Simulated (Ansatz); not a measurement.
A run for Ansatz (a program for electronic structure): U-B2PLYP/def2-TZVPP on H, 2S+1 = 2.

Ansatz 0.2 input:
```yaml
crystal:
  periodic: [false, false, false]
  atoms:
    - {symbol: H, position_ang: [0.00000000, 0.00000000, 0.00000000]}
basis:
  gaussian:
    orbitals: def2-TZVPP
hamiltonian:
  xc: {name: B2PLYP}
magnetization: {spin_polarized: true, initial_magnetization: 1}
correlation: {electrons: valence}
scf: {lower_state_search: full}
```

It printed:

```
Functional definition: B2PLYP
[...]
integrals: 0.00 GiB planned
65 factors; integrals over basis functions are off by at most 1.6e-4 eV
mean field: 0.04 GiB planned
mean field evaluation 1: about -13.5553 eV, gradient 9.2e-1 eV
mean field evaluation 2: about -13.5549 eV, gradient 9.2e-1 eV
mean field evaluation 4: about -13.5679 eV, gradient 4.0e-3 eV
mean field evaluation 8: about -13.5679 eV, gradient 8.0e-6 eV
mean field evaluation 16: about -13.5679 eV, gradient 2.0e-5 eV
mean field -13.56788004 eV, -0.4986103948 hartree, gradient 8.0e-6 eV, S^2 0.750000; 2 other end points of the search recorded, 0 dependent functions left out
reference -13.56795350 eV, -0.4986130943 hartree; 1, 0 occupied and 13, 14 virtual orbitals, 65 factors
second order 0.00000000 eV of doubles, -0.00000000 eV of singles
Total energy: -13.56795350 eV, -0.4986130943 hartree
```

Self-consistency was reached.

Cost: very roughly 0.18 core-seconds.
